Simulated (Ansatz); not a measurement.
`O[SiH](F)O[SiH2]` radical, relaxed with UKS PBE-D4/def2-SVP in Ansatz from a rough embedded geometry. The force threshold is 0.03 eV/Å; the program also tests the step.

Total charge 0; spin multiplicity 2.

Start:

```xyz
9

O     1.938    1.030    0.685
Si    0.989   -0.220    0.390
F     1.697   -1.104   -0.752
O    -0.468    0.270   -0.205
Si   -1.867   -0.287   -0.789
H     2.233    1.552   -0.104
H     0.763   -1.040    1.628
H    -2.563   -1.025    0.341
H    -2.722    0.824   -1.194
```

```csv
step,energy (eV),largest force (eV/Å),largest move (Å)
1,-22609.3233,2.467,0.000
2,-22609.4748,1.149,0.070
3,-22609.5303,0.208,0.051
4,-22609.5325,0.151,0.041
5,-22609.5359,0.102,0.056
6 (rejected),-22609.5358,0.156,0.025
7,-22609.5374,0.032,0.012
8,-22609.5389,0.063,0.100
9,-22609.5393,0.060,0.009
10,-22609.5394,0.031,0.004
11,-22609.5395,0.021,0.008
12,-22609.5398,0.014,0.046
```

End:

```xyz
9

O     2.026    1.033    0.633
Si    1.033   -0.269    0.401
F     1.660   -1.291   -0.705
O    -0.434    0.234   -0.192
Si   -1.911   -0.278   -0.819
H     2.055    1.689   -0.085
H     0.920   -0.981    1.699
H    -2.646   -1.100    0.220
H    -2.703    0.963   -1.152
```

It took 26 s on 2 threads of an AMD EPYC 7R13 on a shared host, with 0.17 GiB of host memory at the peak.
